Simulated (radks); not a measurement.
Valence configurations of As II (all share [Ar]). All-electron calculation, Dirac Kohn-Sham, BLYP, spin-unpolarised, spherical densities, finite nucleus; open shells are shared between the two j in proportion to 2j + 1; Fermi nuclear charge, rms radius 4.0968 fm. Program: a radial shooting solver on a logarithmic mesh with Libxc functionals. Energies are relative to 3d10 4s2 4p2; eigenvalues in eV.

| valence | E (eV) | e(3d3/2) | e(3d5/2) | e(4p1/2) | e(4p3/2) | e(4s1/2) |
|---|---|---|---|---|---|---|
| 3d10 4s2 4p2 | 0.000 | -50.686 | -49.955 | -13.468 | -13.130 | -23.282 |
| 3d10 4s1 4p3 | 10.144 | -52.334 | -51.602 | -14.184 | -13.829 | -24.194 |
| 3d9 4s2 4p3 | 41.656 | -61.949 | -61.173 | -15.351 | -14.942 | -26.043 |
| 3d9 4s1.5 4p3.5 | 47.160 | -62.717 | -61.941 | -15.683 | -15.266 | -26.458 |
| 3d8 4s2 4p4 | 92.997 | -73.727 | -72.906 | -17.189 | -16.707 | -28.690 |
| 3d9 4s1 4p4 | 52.709 | -63.469 | -62.693 | -16.006 | -15.581 | -26.862 |
| 3d9.5 4s2 4p2.5 | 19.653 | -56.251 | -55.498 | -14.417 | -14.043 | -24.678 |
| 3d10 4s1.5 4p2.5 | 5.046 | -51.520 | -50.789 | -13.832 | -13.485 | -23.746 |
| 3d9 4p5 | 63.930 | -64.932 | -64.154 | -16.629 | -16.189 | - |
| 3d9.5 4s1.5 4p3 | 24.932 | -57.050 | -56.297 | -14.763 | -14.382 | -25.116 |

NIST lists [Ar] 3d10 4s2 4p2 as the ground configuration; this level of theory agrees among the configurations tried. The energies are those of spherical spin-averaged densities, not of single terms.
